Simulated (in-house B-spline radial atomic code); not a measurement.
# Excitations of Cd III (Cd2+) by several methods

Full response, energies in eV; labels give the largest channel, * marks a mixed state, a dash one above the method's threshold, and an imaginary frequency an unstable closed-shell reference. Computed with an all-electron radial atomic-structure program (B-spline basis): linear response of the closed shell [Kr] 4d10 with each method's own kernel (bare exchange for TDHF, static screening on G0W0 levels for BSE, the adiabatic kernel for functionals); scalar-relativistic (spin-free one-electron X2C), finite nucleus, no spin-orbit coupling, no double excitations, S, P, D and F terms only; shells from n = 2 respond. Only terms of natural parity with L up to 3 were computed.

| method | 4d → 5s 3D | 4d → 5s 1D | 4d → 5p 3P | α (bohr³) |
| --- | --- | --- | --- | --- |
| TDHF | 10.832 | 11.693 | 17.322 | 4.966 |
| BSE on G0W0@HF | 10.500 | 11.238 | 17.414 | 4.809 |
| LDA VWN5 | 8.740 | 9.370 | 15.535 | 5.677 |
| PBE | 8.710 | 9.398 | 15.333 | 5.659 |
| PBE0 | 9.424 | 10.128 | 16.078 | 5.414 |
| B3LYP (VWN-RPA) | 9.009 | 9.710 | 15.676 | 5.521 |
| CAM-B3LYP | 9.048 | 9.744 | 15.666 | 5.502 |
| LC-wPBE | ? | ? | ? | ? |
| wB97X | 9.700 | 10.170 | 16.502 | 5.497 |
| HSE06 | 9.392 | 10.095 | 16.060 | 5.428 |
| BHandHLYP | ? | ? | ? | ? |
| BLYP | 8.395 | 9.104 | 15.014 | 5.736 |
| PBEsol | 8.774 | 9.465 | 15.445 | 5.66 |
| BP86 | 8.795 | 9.484 | 15.564 | 5.681 |
| LDA exchange-only | 8.121 | 8.915 | 14.608 | 5.883 |
| B97-1 | 9.423 | 9.953 | 16.231 | 5.472 |
| RPBE | 8.711 | 9.397 | 15.257 | 5.65 |
| OLYP | 8.859 | 9.564 | 15.287 | 5.52 |

What does BHandHLYP give?

4d → 5s 3D: 9.735; 4d → 5s 1D: 10.470; 4d → 5p 3P: 16.377; α: 5.268 (eV, bohr³).

What does LC-wPBE give?

4d → 5s 3D: 9.246; 4d → 5s 1D: 9.938; 4d → 5p 3P: 15.829; α: 5.473 (eV, bohr³).
